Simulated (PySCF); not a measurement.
## ²⁹Si chemical shifts

- σ from GIAO-PBE0/pcSseg-1
- geometry from GFN2-xTB
- program: PySCF 2.14.0 with density-fitted response routines
- non-relativistic, gas phase, a single conformation, one averaged value for each set of equivalent atoms

Shieldings were converted by a linear fit to measured shifts: ²⁹Si: δ = 279.94 − 0.822σ (rms 8.9 ppm, 72 shifts, 25.8 ppm with the 6 outliers that the fit left out vs TMS, solution or neat liquid). A few per cent of atoms miss by over 2 rms, more outside the fitted compound classes.

Question: Give the ²⁹Si shifts of `[SiH3]CO[SiH2]O/C=C\Cl`, `C[C@]1(F)C[SiH2]SCS1`, `C=CO[Si@@](O)([SiH3])CCl`, `C#Cc1cccc(C(=O)F)c1[SiH3]`, `CN(C)[C@@H]([SiH3])[Si@@H](N)P`, `Cc1ccc(P[SiH3])cc1`, `F[C@@H]1CSC[SiH2]SC1`.

Answer: 
```csv
compound,environment,δ (ppm)
[SiH3:1][CH2:2][O:3][SiH2:4][O:5]/[CH:6]=[CH:7]\[Cl:8],"Si4: silicon bonded to 2 O, 2 H",-37.4
[SiH3:1][CH2:2][O:3][SiH2:4][O:5]/[CH:6]=[CH:7]\[Cl:8],"Si1: silicon bonded to C, 3 H",-70.8
C[C@]1(F)C[SiH2]SCS1,"silicon bonded to C, S, 2 H, in a 6-membered ring",-34.8
[CH2:1]=[CH:2][O:3][Si@@:4]([OH:5])([SiH3:6])[CH2:7][Cl:8],"Si4: silicon bonded to C, 2 O, Si",-20.4
[CH2:1]=[CH:2][O:3][Si@@:4]([OH:5])([SiH3:6])[CH2:7][Cl:8],"Si6: silicon bonded to Si, 3 H",-109.9
C#Cc1cccc(C(=O)F)c1[SiH3],"silicon bonded to C, 3 H",-69.5
[CH3:1][N:2]([CH3:3])[C@@H:4]([SiH3:5])[Si@@H:6]([NH2:7])[PH2:8],"Si6: silicon bonded to C, N, P, H",-19.9
[CH3:1][N:2]([CH3:3])[C@@H:4]([SiH3:5])[Si@@H:6]([NH2:7])[PH2:8],"Si5: silicon bonded to C, 3 H",-90.3
Cc1ccc(P[SiH3])cc1,"silicon bonded to P, 3 H",-66.0
F[C@@H]1CSC[SiH2]SC1,"silicon bonded to C, S, 2 H, in a 7-membered ring",-30.9
```
